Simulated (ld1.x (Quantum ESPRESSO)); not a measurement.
Bi, TM: configuration errors across variants

ld1.x (Quantum ESPRESSO) 7.5 input, shortened:

```
&input
   title='Bi', zed=83., rel=2, dft='PZ', iswitch=3,
   config='[Xe] 4f14 5d10 6s2 6p1', rel_dist='average'
 /
 &inputp
   pseudotype=2, tm=.true., lloc=-2, rcloc=1.45,
   nlcc=.false.
 /
3
6S  1  0   2.00   0.00  1.70  1.70  0.0
6P  2  1   1.00   0.00  2.05  2.05  0.0
5D  3  2  10.00   0.00  1.50  1.50  0.0
 &test
   configts(1)='5d10 6s2 6p1'
 /
```

Open shells are filled in proportion to 2j + 1 (rel_dist='average').

All-electron excitation energies from the reference (eV): (1) 5d10 6s2 6p3 -24.051; (2) 5d10 6s2 6p2 -15.745; (3) 5d10 6s2 6p0 23.935; (4) 5d10 6s1 6p4 -14.109; (5) 5d9 6s2 6p4 -0.232; (6) 5d9 6s2 6p3 9.260; (7) 5d10 6s2 6p3.3 -25.246.

2 further variants failed, have other tests or another functional or relativity, and are left out.

A true bound ghost makes a file unfit for plane-wave use even where its test errors are small: the radial tests pick states by their node count and pass the ghost by.

Errors AE − PS in meV (a dash: test not solved or not reliable):

```tsv
change	(1)	(2)	(3)	(4)	(5)	(6)	(7)	bound ghosts
base	+28	+7.8	-0.7	+13	-214	-163	+35	s
local potential all-electron potential smoothed inside 1.70 bohr (lloc = -2)	+24	+7.4	+6.4	+6.5	-163	-107	+29	none
all radii scaled by about 0.73 (s 1.24, p 1.50, d 1.10 bohr); local potential all-electron potential smoothed inside 1.06 bohr (lloc = -2)	-12	-2.5	+4.7	+43	-4.7	-32	-15	p3/2, s, p1/2
core correction a·sin(br)/r model core inside 1.68 bohr	+24	+6.3	-4.2	+11	-229	-174	+30	s
local potential all-electron potential smoothed inside 2.44 bohr (lloc = -2)	+11	+3.0	+1.0	+1.2	-246	-216	+13	none
wave 6s (bound): rc 1.70 bohr becomes 6s (bound): rc 1.78 bohr	+29	+8.1	0.0	+14	-207	-155	+36	s
wave 5d (bound): rc 1.50 bohr becomes 5d (bound): rc 1.00 bohr	+28	+7.8	-0.7	+13	-210	-159	+35	s
```

(1) Give the same row for: wave 6p (bound): rc 2.05 bohr becomes 6p (bound): rc 2.00 bohr.

Results:

(1) +31, +8.5, -0.7, +16, -197, -142, +38; bound ghosts: s.
